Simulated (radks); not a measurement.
Results of a calculation; reference values are marked as such.
Charge is removed step by step from the 2p down level of neutral aluminium, starting from [He] 2s2 2p(up 3, down 3) 3s2 3p1. Level of theory: non-relativistic Kohn-Sham, PBE, spin-polarised, spherical densities, point nucleus; open shells are filled with parallel spins first (a radial shooting solver on a logarithmic mesh with Libxc functionals).

[
 {"removed (e)": "0", "E - E(0) (eV)": "0.000", "eigenvalue (eV)": "-69.562", "E minus straight line (eV)": "0.000"},
 {"removed (e)": "0.1", "E - E(0) (eV)": "7.074", "eigenvalue (eV)": "-71.916", "E minus straight line (eV)": "-1.120"},
 {"removed (e)": "0.2", "E - E(0) (eV)": "14.385", "eigenvalue (eV)": "-74.317", "E minus straight line (eV)": "-2.002"},
 {"removed (e)": "0.3", "E - E(0) (eV)": "21.938", "eigenvalue (eV)": "-76.761", "E minus straight line (eV)": "-2.641"},
 {"removed (e)": "0.4", "E - E(0) (eV)": "29.738", "eigenvalue (eV)": "-79.246", "E minus straight line (eV)": "-3.034"},
 {"removed (e)": "0.5", "E - E(0) (eV)": "37.789", "eigenvalue (eV)": "-81.772", "E minus straight line (eV)": "-3.177"},
 {"removed (e)": "0.6", "E - E(0) (eV)": "46.094", "eigenvalue (eV)": "-84.335", "E minus straight line (eV)": "-3.065"},
 {"removed (e)": "0.7", "E - E(0) (eV)": "54.657", "eigenvalue (eV)": "-86.936", "E minus straight line (eV)": "-2.695"},
 {"removed (e)": "0.8", "E - E(0) (eV)": "63.482", "eigenvalue (eV)": "-89.572", "E minus straight line (eV)": "-2.063"},
 {"removed (e)": "0.9", "E - E(0) (eV)": "72.573", "eigenvalue (eV)": "-92.241", "E minus straight line (eV)": "-1.166"},
 {"removed (e)": "1", "E - E(0) (eV)": "81.932", "eigenvalue (eV)": "-94.944", "E minus straight line (eV)": "0.000"}
]

Removing the whole electron costs 81.932 eV by Delta-SCF, against 69.562 eV from minus the eigenvalue at the starting occupation. Slater's transition state (half an electron removed) gives 81.772 eV. Integrating minus the eigenvalue over the occupation (Janak's theorem) gives 81.932 eV. The mean slope of the eigenvalue, de/dn, is 25.4 eV per electron.
